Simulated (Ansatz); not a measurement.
This Ansatz (a quantum-chemistry and plane-wave program) input (CCSD(T)/cc-pVTZ) gives -167.79155 Eh with 90 basis functions. A basis named .json is the Basis Set Exchange file of that set (core-valence sets with the plain set on hydrogen).

Ansatz 0.2 input:
```yaml
crystal:
  periodic: [false, false, false]
  atoms:
    - {symbol: N, position_ang: [-0.00000000, -0.00000000, -1.26217169]}
    - {symbol: C, position_ang: [-0.00000000, -0.00000000, -0.04055002]}
    - {symbol: O, position_ang: [0.00000000, 0.00000000, 1.13481274]}
basis:
  gaussian:
    orbitals: cc-pVTZ
magnetization: {spin_polarized: true, initial_magnetization: 1}
correlation: {method: ccsd_t, frozen_orbitals: {C: 0, N: 0, O: 0}}
```

Change:
```diff
- orbitals: cc-pVTZ
+ orbitals: cc-pwCVQZ.json
```

What does the run give now?

-167.97256 Eh (CCSD(T)/cc-pwCVQZ, 252 functions), a change of -181.01 mEh.
